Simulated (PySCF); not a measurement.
# Ionisation energy of As²⁺ by level of theory

As²⁺ [Ar] 3d10 4s2 4p1 (2P) → As³⁺ [Ar] 3d10 4s2 (1S), as a difference of total energies. All numbers are calculated (PySCF 2.14, the non-relativistic Hamiltonian (point nucleus), in def2-QZVPPD). Correlated levels: valence: [Ar] 3d10 frozen; valence and next inner shell: [Ne] frozen. The calculations carry no spin-orbit coupling.

```json
{"method": "UHF", "ionisation energy (eV)": "27.457"}
{"method": "LDA", "ionisation energy (eV)": "28.227"}
{"method": "PBE", "ionisation energy (eV)": "28.063"}
{"method": "PBE0", "ionisation energy (eV)": "28.093"}
{"method": "r2SCAN", "ionisation energy (eV)": "28.292"}
{"method": "wB97X-V", "ionisation energy (eV)": "27.942"}
{"method": "PBEsol", "ionisation energy (eV)": "28.068"}
{"method": "BP86", "ionisation energy (eV)": "28.214"}
{"method": "LC-wPBE", "ionisation energy (eV)": "28.258"}
{"method": "MP2 (valence)", "ionisation energy (eV)": "27.746"}
{"method": "SCS-MP2 (valence)", "ionisation energy (eV)": "27.739"}
{"method": "MP2 (valence and next inner shell)", "ionisation energy (eV)": "27.945"}
{"method": "SCS-MP2 (valence and next inner shell)", "ionisation energy (eV)": "27.881"}
```

**Question.** How much does correlation contribute at MP2 (valence and next inner shell)?

**Answer.** 27.945 − (27.457) = 0.488 eV, measured against UHF.

A first-order spin-orbit estimate (lowest level to lowest level, LS coupling) adds 0.208 eV.

These non-relativistic numbers lack the scalar-relativistic shift.

Errors of the correlated levels include the incompleteness of this basis and the frozen core.

For comparison: 28.349 ± 0.012 eV (measured; NIST Atomic Spectra Database, ionization energies).
